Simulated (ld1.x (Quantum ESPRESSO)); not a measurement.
# What one change does to a pseudopotential (caesium, TM)

Cs, norm-conserving Troullier–Martins (Kleinman–Bylander form), made with ld1.x (Quantum ESPRESSO) 7.5 (BLYP, fully relativistic). Core [Kr] 4d10, reference 5s2 5p6 5d0 6s1 6p0. Waves: 5s (bound): rc 2.50 bohr; 5p (bound): rc 3.10 bohr; 5d (bound, empty): rc 4.20 bohr. Local part: all-electron potential smoothed inside 3.80 bohr (lloc = -1). Core correction: none.

Open shells are filled in proportion to 2j + 1 (rel_dist='average').

Occupied shells without a wave of their own: 6s. They enter only through the test configuration that unscreens the potential.

All-electron outer shells of the reference configuration (BLYP, scalar-relativistic, ld1.x):

| shell | level (eV) | outermost node (bohr) | outermost maximum (bohr) |
| --- | --- | --- | --- |
| 4p | -160.44 | 0.35 | 0.67 |
| 4d | -73.95 | 0.33 | 0.72 |
| 5s | -26.50 | 0.82 | 1.54 |
| 5p | -13.25 | 0.89 | 1.79 |
| 6s | -2.02 | 2.11 | 4.68 |
| 6p | -0.63 | 2.62 | 6.81 |
| 5d | -0.28 | 1.06 | 3.64 |

Change: wave 5s (bound): rc 2.50 bohr becomes 5s (bound): rc 2.10 bohr.

Cutoffs: the cutoffs (Ry, on a coarse ladder) from which the occupation-weighted sum of valence levels, in a spherical-Bessel basis at the reference potential, stays within 10 and 1 mRy of its value at 400 Ry; they do not see the model core or the augmentation charge, which bear on the density cutoff. Errors are all-electron minus pseudo energies relative to the spin-unpolarised reference configuration.

Task: How do hardness, ghosts and transferability respond?

Result: The potential gets harder (15 Ry and 30 Ry → 30 Ry and 40 Ry); of the 7 tests that both files solve, the error grows in 1 and shrinks in 5 by more than 15 % and 0.3 meV (median size 44.8 → 6.6 meV); neither file shows a bound ghost. A smaller radius makes the pseudo-wave follow the all-electron one further in, where it bends more sharply, so more plane waves are needed.

```tsv
quantity	base	changed
cutoff, loose	15 Ry	30 Ry
cutoff, tight	30 Ry	40 Ry
loose cutoff by channel (10 mRy a level)	s 12 Ry, p 8 Ry	s 25 Ry, p 8 Ry
bound ghosts	none	none
error for 5s2 5p6 5d0 6s0 6p0, meV [ΔE 3.88 eV]	-45	+0.4
error for 5s2 5p6 5d0 6s0.5 6p0, meV [ΔE 1.46 eV]	-15	+2.7
error for 5s2 5p6 5d0 6s0 6p1, meV [ΔE 1.46 eV]	-46	-14
error for 5s2 5p6 5d1 6s0 6p0, meV [ΔE 1.72 eV]	-22	+6.6
error for 5s2 5p5 5d0 6s1 6p0, meV [ΔE 17.66 eV]	+48	+46
error for 5s2 5p6 5d0.5 6s0.5 6p0, meV [ΔE 0.86 eV]	-11	+3.3
error for 5s1 5p6 5d0 6s1 6p0, meV [ΔE 31.44 eV]	+56	+105
s: phases at 4.53 bohr within 0.05 rad from the reference energy up to (Ry; the scan ends near 5)	n/a	n/a
p1/2: phases at 4.53 bohr within 0.05 rad from the reference energy up to (Ry; the scan ends near 5)	0.0	0.0
p3/2: phases at 4.53 bohr within 0.05 rad from the reference energy up to (Ry; the scan ends near 5)	0.1	0.1
d3/2: phases at 4.53 bohr within 0.05 rad from the reference energy up to (Ry; the scan ends near 5)	0.9	0.9
d5/2: phases at 4.53 bohr within 0.05 rad from the reference energy up to (Ry; the scan ends near 5)	1.0	1.0
```
